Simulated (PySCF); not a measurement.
## Telling isomers of C7H10NP apart by NMR

Computed data (PySCF 2.14): GFN2-xTB structure, NMR shieldings at PBE0/pcSseg-1/GIAO. No relativistic terms, one computed conformer, fast rotation and ring inversion assumed for equivalent nuclei, no solvent.

δ = σ(ref) − σ, references computed at the same level: $^{1}$H (31.72 ppm), $^{13}$C (186.93 ppm) against TMS. Splittings of carbon signals by F and P are missing where no couplings were computed. Where no couplings were computed, multiplicities follow the n + 1 count of equivalent neighbours, and m marks all less simple cases (inequivalent or close neighbours, rings, F or P nearby). Shifts are as computed. Against solution values, carbons near 30 ppm lie about +3 ppm off and those near 130 ppm about +5 ppm. Of 1211 compounds with measured shifts, 218 miss one by over three times the rms of a fit or turn the order of signals round; such compounds aren't used in these exercises.

(1) Tabulate the signals of `Cn1ccpc1C1CC1`, `Cc1cn(C2CC2)cp1`, `CC(C)c1ccpcn1`, `CN(C)c1ccccp1`, `CP(C)c1ccccn1` and their relative energies.

(2) What is the quickest way to tell Cc1cn(C2CC2)cp1 from CC(C)c1ccpcn1?

(3) What is the quickest way to tell CC(C)c1ccpcn1 from CP(C)c1ccccn1?

(4) What is the quickest way to tell Cn1ccpc1C1CC1 from CC(C)c1ccpcn1?

Results:

(1) 
| SMILES | carbon types | δC | δH | E rel. (kcal/mol) |
| --- | --- | --- | --- | --- |
| Cn1ccpc1C1CC1 | 1×C 3×CH 2×CH2 1×CH3 | 185.9, 133.1, 132.3, 36.8, 22.1, 14.8 | 7.10 (m, 1H), 7.01 (m, 1H), 3.88 (s, 3H), 1.70 (m, 1H), 1.33 (m, 2H), 0.79 (m, 2H) | 21.0 |
| Cc1cn(C2CC2)cp1 | 1×C 3×CH 2×CH2 1×CH3 | 161.7, 151.9, 133.2, 33.5, 18.2, 9.5 | 8.09 (m, 1H), 7.30 (m, 1H), 3.43 (m, 1H), 2.56 (m, 3H), 0.99 (m, 2H), 0.89 (m, 2H) | 19.8 |
| CC(C)c1ccpcn1 | 1×C 4×CH 2×CH3 | 191.6, 176.9, 172.1, 128.7, 43.9, 25.7 | 10.74 (m, 1H), 9.64 (m, 1H), 7.70 (m, 1H), 2.81 (sept, 1H), 1.44 (d, 6H) | 6.4 |
| CN(C)c1ccccp1 | 1×C 4×CH 2×CH3 | 181.3, 162.9, 135.9, 127.1, 115.6, 44.3 | 8.91 (m, 1H), 7.67 (m, 1H), 7.53 (m, 1H), 6.91 (m, 1H), 3.29 (s, 6H) | 12.0 |
| CP(C)c1ccccn1 | 1×C 4×CH 2×CH3 | 176.7, 155.3, 140.2, 132.1, 125.8, 18.1 | 8.90 (m, 1H), 7.80 (m, 1H), 7.58 (m, 1H), 7.20 (m, 1H), 1.35 (m, 6H) | 0.0 |

Energies are electronic energies at PBE0/pcSseg-1 on these geometries, without zero-point or thermal terms, each for the one conformer computed, which needn't be the lowest.

(2) Both give the same number of carbon signals, but DEPT or the intensities differ. The first has a three-membered-ring carbon (CH2) at 9.5 ppm, the second an aromatic CH next to a ring nitrogen at 191.6 ppm. Their most deshielded carbons lie at 161.7 and 191.6 ppm. In the proton spectra the most deshielded non-exchanging signals are 8.09 (m, 1H) and 10.74 (m, 1H).

(3) Both give the same number of carbon signals, with the same numbers of each carbon type, so the positions decide. The first has an sp3 CH on an aromatic ring at 43.9 ppm, the second an aromatic CH next to a ring nitrogen at 155.3 ppm. Their most deshielded carbons lie at 191.6 and 176.7 ppm. In the proton spectra the most deshielded non-exchanging signals are 10.74 (m, 1H) and 8.90 (m, 1H).

(4) Both give the same number of carbon signals, but DEPT or the intensities differ. The first has a three-membered-ring carbon (CH2) at 22.1 ppm, the second an aromatic CH next to a ring nitrogen at 191.6 ppm. Their most deshielded carbons lie at 185.9 and 191.6 ppm. In the proton spectra the most deshielded non-exchanging signals are 7.10 (m, 1H) and 10.74 (m, 1H).
